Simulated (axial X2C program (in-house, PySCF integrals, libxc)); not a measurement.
Excited states of InTl by EOM-EE-CCSD

Calculated with an in-house all-electron X2C program for linear molecules (integrals from PySCF): two-component X2C with atomic mean-field Coulomb and Gaunt terms, Gaussian nuclei, basis Tl dyall-acv3z, In dyall-acv3z with contracted cores.

R = 2.981 Å (near the PBE0 minimum at charge 0 of the determinant lowest at the starting distance; the state shown can have its own minimum elsewhere).

Hartree–Fock spinors of InTl (one of each Kramers pair; a window near the gap, which can cut inner shells):

```tsv
ω	occupied	ε (eV)	character
5/2	yes	-21.28	100% Tl d
1/2	yes	-21.23	99% Tl d
3/2	yes	-21.22	100% Tl d
1/2	yes	-13.22	48% Tl s, 31% In s, 7% In p
1/2	yes	-10.03	43% In s, 25% Tl s, 12% Tl p
1/2	yes	-5.36	50% Tl p, 38% In p, 4% In d
1/2	no	-0.09	55% In p, 29% Tl p, 5% Tl s
3/2	no	-0.06	60% In p, 35% Tl p, 4% Tl d
1/2	no	0.43	56% Tl p, 39% In p, 2% Tl s
1/2	no	0.58	77% Tl p, 8% Tl d, 8% In p
3/2	no	0.63	78% Tl p, 10% In p, 7% Tl d
1/2	no	0.67	37% In p, 34% Tl p, 11% Tl s
```

Vertical excitation energies from the closed-shell determinant state of InTl:

| Ω | excitation (eV) | cm⁻¹ | hole of the leading pair | particle of the leading pair | weight of the pair (for Ω = 0 its time-reversed partner can hold as much again) | singles weight |
| --- | --- | --- | --- | --- | --- | --- |
| 0⁻ | 0.205 | 1653 | 28% Tl pπ, 22% In pσ, 22% Tl pσ | 32% In pπ, 24% In pσ, 18% Tl pσ | 0.47 | 0.95 |
| 1 | 0.308 | 2480 | 28% Tl pπ, 22% In pσ, 22% Tl pσ | 33% In pπ, 23% In pσ, 18% Tl pσ | 0.65 | 0.94 |
| 0⁺ | 0.477 | 3843 | 28% Tl pπ, 22% In pσ, 22% Tl pσ | 35% In pπ, 23% In pσ, 18% Tl pσ | 0.46 | 0.94 |
| 2 | 0.569 | 4589 | 28% Tl pπ, 22% In pσ, 22% Tl pσ | 59% In pπ, 31% Tl pπ | 0.92 | 0.93 |
| 1 | 0.600 | 4837 | 28% Tl pπ, 22% Tl pσ, 22% In pσ | 58% In pπ, 32% Tl pπ | 0.68 | 0.94 |
| 0⁻ | 1.590 | 12823 | 28% Tl pπ, 22% Tl pσ, 21% In pσ | 34% Tl pπ, 28% In pπ, 13% In dπ | 0.47 | 0.96 |
| 1 | 1.679 | 13540 | 28% Tl pπ, 22% Tl pσ, 21% In pσ | 35% Tl pπ, 27% In pπ, 13% In dπ | 0.93 | 0.95 |
| 0⁺ | 2.364 | 19067 | 27% Tl pπ, 21% Tl pσ, 21% In pσ | 33% Tl pπ, 27% In pπ, 17% In dπ | 0.36 | 0.80 |
| 2 | 2.447 | 19739 | 28% Tl pπ, 22% Tl pσ, 20% In pσ | 40% Tl pπ, 24% In dπ, 19% In pπ | 0.84 | 0.87 |
| 1 | 2.493 | 20103 | 28% Tl pπ, 22% Tl pσ, 21% In pσ | 39% Tl pπ, 23% In dπ, 20% In pπ | 0.86 | 0.91 |

This point took 76 s on 1 thread of Arm Neoverse V1, on a shared host.

Reference electrons by ω block (each with its −ω partner): 1/2: 38, 3/2: 19, 5/2: 7, 7/2: 1. 16 electrons of InTl correlated (inner shells frozen), 88 natural virtual spinors (a truncated set); levels can be off by some tenths of an eV. Roots sought by Ω: (0: 5, 1: 4, 2: 3, 3: 1); rows need 60 % singles weight and stop where some Ω has no more roots. Missing are any skipped roots, higher Ω and states of a further excitation; these come out far too high here and may in truth be low or lowest. T1 of the reference 0.030 (Lee–Taylor). Number of frozen shells: Tl 5 s, 4 p, 2 d, 1 f; In 4 s, 3 p, 2 d. Large amplitudes in the reference (orbital relaxation or multireference character) lower the reliability.
